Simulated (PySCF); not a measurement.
A PySCF script (with the pyscf-properties extension) for the NMR shieldings of `[O]=[Mn](=[O])(=[O])[F]`, FMnO3, on a PBE0-D3(BJ)/def2-SVP geometry:

```python
import basis_set_exchange as bse
import numpy as np
from pyscf import gto, dft
from pyscf.prop import nmr

atoms = """
Mn    0.021100    0.039850    0.015011
O    -0.053306    0.141181    1.542973
O     1.478854   -0.000436   -0.455087
O    -0.714006    1.215311   -0.636532
F    -0.732643   -1.395907   -0.466364
"""
names = {"Mn": "pcSseg-2", "O": "pcSseg-1", "F": "pcSseg-1"}
basis = {el: gto.basis.parse(bse.get_basis(n, elements=[el], fmt="nwchem")) for el, n in names.items()}
mol = gto.M(atom=atoms, basis=basis, charge=0, verbose=0)
mf = dft.RKS(mol, xc="PBE")
mf.grids.level = 2
mf.grids.alignment = dft.numint.BLKSIZE   # the property module wants whole blocks of grid points
mf.conv_tol = 1e-9
mf.kernel()

calc = nmr.RKS(mf)   # GIAO
sigma = calc.kernel()   # uncoupled for a functional without exact exchange
for i, s in enumerate(sigma):   # ppm
    print("%2d %-2s %9.2f" % (i, mol.atom_pure_symbol(i), np.trace(s) / 3))
```

Q: What does it print?

A: 
```
 0 Mn  -3292.04
 1 O   -1018.01
 2 O   -1017.06
 3 O   -1016.92
 4 F      59.09
```

These numbers come from an equivalent density-fitted implementation of the same equations, which agrees with the script to about 0.01 ppm for H and up to a few tenths of a ppm for heavy atoms, so last digits may differ.

Q: Turn these shieldings into chemical shifts. Scale: 55Mn (-3288.21 ppm) vs MnO4-; 17O (334.63 ppm) vs H2O; 19F (144.73 ppm) against CFCl3 (reference shieldings calculated alike).

A: Averaging equivalent atoms: Mn 0: 4; O 1/2/3: 1352.0; F 4: 85.6 ppm. Unscaled 19F shifts against computed CFCl3 carry errors that often reach 10 to 50 ppm. Unscaled 17O shifts of doubly bonded oxygen tend to come out too high, by tens of ppm or more. Experimental scales use liquid or dissolved standards, which lie at an offset from isolated H2O (liquid H2O: subtract about 36 ppm).

Size and cost of the density-fitted run: 141 basis functions, 16 s wall time on 1 thread of an x86-64 server CPU, shared host.
